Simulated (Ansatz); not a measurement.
Cost and result up the ladder for the cluster GeO₄H₄ (9 atoms). Total charge 0; singlet. Geometry: PBE-D4/def2-SVP.

| atom | x (Å) | y (Å) | z (Å) |
| --- | --- | --- | --- |
| Ge1 | 0.375 | -1.379 | -0.367 |
| O2 | -0.052 | 0.049 | 1.542 |
| O3 | -0.685 | 1.264 | 1.061 |
| O4 | 1.991 | -0.633 | -0.633 |
| O5 | -0.565 | 0.029 | -1.225 |
| H6 | 1.898 | 0.261 | -1.022 |
| H7 | -1.453 | -0.256 | -1.512 |
| H8 | -0.771 | -0.349 | 2.081 |
| H9 | -0.738 | 1.013 | 0.075 |

Ansatz on 4 threads of Arm Neoverse V2 on a shared host. Times are rough, and most runs start from the orbitals of an earlier one. ωB97M-V/def2-TZVP serves as the yardstick here, not as an exact answer. Differences are given only for rows in sets of like size (and for xTB, whose basis is part of the method), since another set adds its own error. Binding counts from free atoms at the same level (Ge triplet, O triplet, H doublet; other spins of the atoms weren't run), without zero-point energy or a counterpoise term.

Correlated methods freeze 13 core orbitals; core or outer-core shells of Ge are correlated, in sets that lack core-valence functions. The rows differ in basis, and correlated rows in double-zeta sets carry the largest basis error. The structure holds one bond between oxygen atoms, so isomers without such links may lie far lower. Another isomer (singlet) lies 0.30 eV lower at PBE0-D4/def2-TZVP; other spin states weren't run for this one.

Correlated methods converge slowly with the basis, most of all in double-zeta sets.

```
                         level  functions  binding energy per atom (eV)  difference from ωB97M-V/def2-TZVP (eV)
             PBE0-D4/def2-TZVP        196                          3.31                                   -0.06
           r2SCAN-D4/def2-TZVP        196                          3.38                                    0.00
              CCSD(T)/def2-SVP        108                          3.08                                       –
          r2SCAN0-D4/def2-TZVP        196                          3.22                                   -0.16
PBE-D4/def2-TZVP (with forces)        196                          3.51                                    0.13
             ωB97M-V/def2-TZVP        196                          3.38                                    0.00
```

Question: Estimate how long each takes.

Answer: PBE-D4/def2-TZVP (with forces) 1.6 s; PBE0-D4/def2-TZVP 2.5 s; r2SCAN-D4/def2-TZVP 2.7 s; r2SCAN0-D4/def2-TZVP 3.4 s; ωB97M-V/def2-TZVP 6.5 s; CCSD(T)/def2-SVP 8 s. On shared hardware such times vary by a factor of up to 3.
